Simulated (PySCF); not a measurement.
CH4N2Si.
InChI=1S/CH4N2Si/c2-1-4-3/h3-4H2

The calculation used EOM-IP-CCSD/aug-cc-pVDZ in PySCF, restricted Hartree–Fock reference, 8 core orbitals frozen, non-relativistic, gas phase, PBE0-D3(BJ)/def2-SVP geometry.

The vertical ionisation energies are 10.70, 12.37, 12.56, 12.93, 13.67, 14.38, 15.97, 17.54 eV.

Problem. Which Hartree–Fock orbital leads each hole, and what is its Koopmans value −ε?

Solution. 
| leading hole (HF orbital) | Koopmans (eV) | EOM-IP-CCSD (eV) | change (eV) | one-hole share |
| --- | --- | --- | --- | --- |
| HOMO | 11.96 | 10.70 | -1.26 | 0.94 |
| HOMO-1 | 12.60 | 12.37 | -0.23 | 0.95 |
| HOMO-2 | 12.90 | 12.56 | -0.34 | 0.94 |
| HOMO-4 | 14.78 | 12.93 | -1.85 | 0.94 |
| HOMO-3 | 14.22 | 13.67 | -0.55 | 0.95 |
| HOMO-5 | 15.59 | 14.38 | -1.21 | 0.94 |
| HOMO-6 | 17.77 | 15.97 | -1.80 | 0.92 |
| HOMO-7 | 18.66 | 17.54 | -1.12 | 0.95 |

Problem. Does the order of the lines follow the orbital energies?

Solution. No: the HOMO-4 hole (12.93 eV) falls below the HOMO-3 hole (13.67 eV). The corrections run from -1.85 to -0.23 eV, with a mean of -1.05 eV over the 8 lines; no line lies above its Koopmans value.

Problem. At what kinetic energies would He II light (40.81 eV) eject these electrons?

Solution. 30.11 eV (HOMO), 28.44 eV (HOMO-1), 28.25 eV (HOMO-2), 27.88 eV (HOMO-4), 27.14 eV (HOMO-3), 26.43 eV (HOMO-5), 24.84 eV (HOMO-6), 23.27 eV (HOMO-7).

One root was sought for each valence orbital with −ε under 21 eV, eight at most, so deeper holes and satellites are missing; no vibrational structure.

Shape of the structure used: `[N:1]#[C:2][SiH2:3][NH2:4]`: H–N4–Si3–C2 -72°, H–N4–Si3–C2 72°.

One conformer stands for the species.
